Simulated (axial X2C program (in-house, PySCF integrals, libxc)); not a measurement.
## What spin–orbit coupling does to InSe⁺

Computed with an in-house all-electron X2C program for linear molecules (integrals from PySCF). Spin-free means the one-electron spin-free X2C Hamiltonian; two-component (2c) means X2C with spin–orbit coupling and atomic mean-field two-electron Coulomb and Gaunt terms, so the difference of the two also holds small scalar two-electron terms. Basis: In dyall-v3z [11s12p9d1f], Se dyall-v3z [8s9p6d1f] (cores contracted in-house); Gaussian nuclei, density fitting, unrestricted open shells. Masses: In 114.904 u, Se 79.917 u.

Spin-free state: M_S = 1, Λ = 1 (beyond evenly filled blocks: σα, π+α, π+β, π-α); fragments In+ + Se.

| level | Re (Å) | ωe (cm⁻¹) | De (eV) | μ (D) |
| --- | --- | --- | --- | --- |
| PBE0 | 2.664 | 132.7 | 0.346 | -2.82 |
| PBE | 2.677 | 138.2 | 0.434 | -2.63 |
| r2SCAN0 | 2.626 | 141.6 | 0.253 | -2.84 |

Dipoles are positive if Se is the positive end and refer to the centre of mass.

Two-component determinant lowest at the distance of the search:

Ω = 2 (⟨Sz⟩ = 0.99, ⟨Lz⟩ = 1.01 at PBE0); fragments In+ + Se.

```csv
level,Re (Å),ωe (cm⁻¹),De (eV),μ (D)
PBE0,2.670,129.6,0.417,-2.78
PBE,2.683,135.7,0.513,-2.60
r2SCAN0,2.629,139.9,n/a,-2.80
```

Task: From the two tables, how do the constants change at the PBE0 level (2c against spin-free)?

Result: At the PBE0 level Re rises by 0.006 Å and ωe decreases by 3.1 cm⁻¹; De changes by 0.071 eV.

Dissociation energies refer to the lowest single-determinant-based atoms at the same level and basis. De is not given where an atomic determinant may have missed its ground term or J level, or where the truncated virtual space spoils (T). Density functionals use the spin component along the axis (collinear). Without a current term, density functionals place determinants with orbital angular momentum somewhat too high. The atomic limit has a lower orbital projection than the molecule and lies lower at mean-field level, so De may be about a tenth of an eV too small. The state is one determinant with fixed occupations, lowest in a PBE0 search at one distance only: followed along the bond, the spin-free determinant M_S = 1, Λ = 0 reaches 0.29 eV lower at PBE0, so the state shown is not the lowest. With several unpaired electrons one determinant need not be a pure state. Open-shell Ω = 0 determinants with evenly filled partner blocks cannot be reached by this program, so the Ω shown need not be the lowest component. At some level and bond length an empty orbital lies below a filled one.
